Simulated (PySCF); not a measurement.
## Nuclear quadrupole coupling in `C/C=C\[P@](C)(=O)CCC`

C7H15OP.
SMILES with atom numbers: `[CH3:1]/[CH:2]=[CH:3]\[P@:4]([CH3:5])(=[O:6])[CH2:7][CH2:8][CH3:9]` (hydrogens: H10, H11, H12 on C1; H13 on C2; H14 on C3; H15, H16, H17 on C5; H18, H19 on C7; H20, H21 on C8; H22, H23, H24 on C9)

Structure used (GFN2-xTB), in Å, numbered top down from 1:
```
atom  x, y, z in Å
C1    -2.879    1.305   -0.018
C2    -2.853   -0.054   -0.618
C3    -1.880   -0.941   -0.458
P4    -0.391   -0.681    0.554
C5     0.289   -2.379    0.697
O6    -0.584   -0.040    1.864
C7     0.779    0.233   -0.543
C8     2.070    0.509    0.215
C9     3.042    1.354   -0.598
H10   -2.853    2.062   -0.803
H11   -3.802    1.445    0.543
H12   -2.033    1.445    0.649
H13   -3.712   -0.311   -1.230
H14   -1.941   -1.906   -0.943
H15   -0.456   -2.993    1.199
H16    1.177   -2.336    1.324
H17    0.534   -2.809   -0.269
H18    0.293    1.174   -0.817
H19    0.962   -0.336   -1.455
H20    1.819    1.021    1.147
H21    2.547   -0.438    0.478
H22    2.597    2.313   -0.852
H23    3.952    1.537   -0.031
H24    3.311    0.845   -1.522
```

Field gradients from the PBE0/pcSseg-1 density (PySCF, non-relativistic), principal values in atomic units, ordered |Vxx| ≤ |Vyy| ≤ |Vzz|:

| atom | Vxx | Vyy | Vzz |
| --- | --- | --- | --- |
| O6 | -0.4214 | -0.4354 | 0.8569 |

Find the asymmetry η = (Vxx − Vyy)/Vzz and the couplings χ = eQV/h (234.96 MHz × Q in barn × V in au), with Q(17O) = −0.0256 b.

| atom | environment | nucleus | η | χzz (MHz) | χxx (MHz) | χyy (MHz) |
| --- | --- | --- | --- | --- | --- | --- |
| O6 | phosphoryl oxygen | 17O | 0.02 | -5.15 | 2.54 | 2.62 |

The gradient is axial or nearly so (η below 0.05) at O6. 

What is Vzz at O6 in SI units (1 au = 9.71736 × 10²¹ V/m²)?

0.8569 au = 8.326 × 10²¹ V/m².

And the gradient at the other heavy atoms, for which no coupling is worked out here?

```json
{"atom": "C1", "environment": "allylic carbon", "Vzz (au)": "-0.086", "η": "0.73"}
{"atom": "C2", "environment": "alkene CH carbon", "Vzz (au)": "0.410", "η": "0.33"}
{"atom": "C3", "environment": "alkene CH carbon", "Vzz (au)": "0.209", "η": "0.82"}
{"atom": "P4", "environment": "phosphoryl phosphorus", "Vzz (au)": "-0.345", "η": "0.27"}
{"atom": "C5", "environment": "sp3 carbon bound to phosphorus", "Vzz (au)": "0.034", "η": "0.48"}
{"atom": "C7", "environment": "sp3 carbon bound to phosphorus", "Vzz (au)": "0.028", "η": "0.91"}
{"atom": "C8", "environment": "chain CH2 carbon", "Vzz (au)": "0.091", "η": "0.97"}
{"atom": "C9", "environment": "methyl carbon", "Vzz (au)": "0.053", "η": "0.13"}
```

Were the hydrogens deuterons (Q(2H) = 0.00286 b), χzz would run from 199 kHz (H20) to 221 kHz (H14).

Geometry: GFN2-xTB, one conformer, isolated molecule. GFN2-xTB bond lengths can be off by several hundredths of an ångström, more for odd bonds, and the gradients follow them. With so small a basis the couplings can be 20 % off.
